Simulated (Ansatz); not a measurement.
Relaxation of C2H10BNOSi (16 atoms, charge 0, multiplicity 1), to a largest force component of 0.015 eV/Å in at most 40 steps.

Method: Ansatz 0.2.0, RKS r2SCANh/STO-3G.

```xyz
16
Properties=species:S:1:pos:R:3
C -0.113 -2.200 0.358
Si 1.001 -0.986 -0.523
C 0.591 0.781 -0.045
O 1.647 1.641 -0.619
B -0.836 1.158 -0.558
N -1.932 1.546 0.451
H -1.178 -1.936 0.042
H 0.132 -3.183 0.068
H -0.062 -2.008 1.486
H 2.387 -1.303 -0.108
H 0.854 -1.136 -1.957
H 0.690 0.852 1.096
H 1.516 2.500 -0.105
H -1.105 1.170 -1.680
H -1.585 2.324 1.017
H -2.031 0.757 1.124
```

Q: Where does it end, and by what steps?

A: The run converged. Limits of this set-up: minimal basis. After 20 steps the energy has fallen by 2.243 eV; H15 moved furthest, 1.56 Å.

```json
{"step": "0", "energy less start (eV)": "0.0000", "largest force component (eV/Å)": "3.592", "accepted": "yes"}
{"step": "1", "energy less start (eV)": "-0.4295", "largest force component (eV/Å)": "0.851", "accepted": "yes"}
{"step": "2", "energy less start (eV)": "-0.4741", "largest force component (eV/Å)": "0.570", "accepted": "yes"}
{"step": "3", "energy less start (eV)": "-0.5096", "largest force component (eV/Å)": "0.486", "accepted": "yes"}
{"step": "4", "energy less start (eV)": "-0.5972", "largest force component (eV/Å)": "1.061", "accepted": "yes"}
{"step": "5", "energy less start (eV)": "-0.7835", "largest force component (eV/Å)": "2.101", "accepted": "yes"}
{"step": "6", "energy less start (eV)": "-1.0892", "largest force component (eV/Å)": "2.002", "accepted": "yes"}
{"step": "7", "energy less start (eV)": "-1.4822", "largest force component (eV/Å)": "1.646", "accepted": "yes"}
{"step": "8", "energy less start (eV)": "-1.8349", "largest force component (eV/Å)": "1.246", "accepted": "yes"}
{"step": "9", "energy less start (eV)": "-2.0632", "largest force component (eV/Å)": "0.957", "accepted": "yes"}
{"step": "10", "energy less start (eV)": "-2.1449", "largest force component (eV/Å)": "0.588", "accepted": "yes"}
{"step": "11", "energy less start (eV)": "-2.1960", "largest force component (eV/Å)": "0.341", "accepted": "yes"}
{"step": "12", "energy less start (eV)": "-2.2264", "largest force component (eV/Å)": "0.272", "accepted": "yes"}
{"step": "13", "energy less start (eV)": "-2.2322", "largest force component (eV/Å)": "0.198", "accepted": "yes"}
{"step": "14", "energy less start (eV)": "-2.2360", "largest force component (eV/Å)": "0.067", "accepted": "yes"}
{"step": "15", "energy less start (eV)": "-2.2384", "largest force component (eV/Å)": "0.093", "accepted": "yes"}
{"step": "16", "energy less start (eV)": "-2.2402", "largest force component (eV/Å)": "0.123", "accepted": "yes"}
{"step": "17", "energy less start (eV)": "-2.2415", "largest force component (eV/Å)": "0.114", "accepted": "yes"}
{"step": "18", "energy less start (eV)": "-2.2421", "largest force component (eV/Å)": "0.072", "accepted": "yes"}
{"step": "19", "energy less start (eV)": "-2.2426", "largest force component (eV/Å)": "0.037", "accepted": "yes"}
{"step": "20", "energy less start (eV)": "-2.2427", "largest force component (eV/Å)": "0.012", "accepted": "yes"}
```

```xyz
16
Properties=species:S:1:pos:R:3
C -0.222 -2.056 0.434
Si 0.961 -0.980 -0.538
C 0.789 0.833 0.016
O 1.907 1.560 -0.633
B -0.652 1.361 -0.353
N -1.720 1.177 0.508
H -1.260 -1.764 0.258
H -0.122 -3.108 0.151
H -0.033 -1.985 1.508
H 2.315 -1.425 -0.304
H 0.672 -1.102 -1.947
H 0.929 0.836 1.121
H 1.604 2.530 -0.540
H -0.855 1.910 -1.367
H -2.688 1.483 0.303
H -1.649 0.708 1.428
```

Whether the end is a true minimum wasn't checked by a vibrational analysis.

Time of the run: 2 min on 1 thread of Arm Neoverse V2 (shared host), peak memory 0.21 GiB.
